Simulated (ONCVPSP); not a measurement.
## Pseudopotential generation for As (Z = 33): ONCV, PBEsol, scalar-relativistic.

As, optimised norm-conserving Vanderbilt (ONCV), made with ONCVPSP 4.0.1 (PBEsol, scalar-relativistic). Core [Ar], reference 3d10 4s2 4p3. Waves: 4s: rc 1.34 bohr, ncon 4, nbas 7, qcut 3 1/bohr, 2 projectors, debl 2.1 Ha; 4p: rc 1.70 bohr, ncon 4, nbas 8, qcut 4.1 1/bohr, 1 projector; 3d: rc 0.62 bohr, ncon 4, nbas 9, qcut 22 1/bohr, 2 projectors, debl 2.2 Ha. Local part: polynomial inside 0.48 bohr (lpopt 5, dvloc0 3 Ha). Core correction: Teter function, fcfact 3.25, rcfact 1.5.

All-electron outer shells of the reference configuration (PBEsol, scalar-relativistic, ld1.x):

| shell | level (eV) | outermost node (bohr) | outermost maximum (bohr) |
| --- | --- | --- | --- |
| 3s | -189.91 | 0.25 | 0.52 |
| 3p | -133.47 | 0.22 | 0.52 |
| 3d | -40.64 | – | 0.47 |
| 4s | -14.50 | 0.73 | 1.61 |
| 4p | -5.20 | 0.78 | 1.97 |

What the tests gave:

| Property | Result |
| --- | --- |
| Cutoffs needed | 210 Ha and 238 Ha (the cutoffs (Ha) at which the residual kinetic energy of the hardest occupied pseudo-wave falls to 1 and 0.1 mHa per electron) |
| Ghost test | ghosts flagged at negative energy: s at -289.8 eV, p at -201.2 eV; GHOST(+) flagged for s at 139.4 eV; a true bound ghost makes a file unfit for plane-wave use |
| Largest excitation error | -16 meV (all-electron minus pseudo) for 3d10 4s2 4p0, out of 4 test configurations |
| rms error of d²Exc/dni dnj | 7.61 mHa without and 2.39 mHa with the model core |

Generation and tests took about 3.4 s on one core of a shared server CPU.
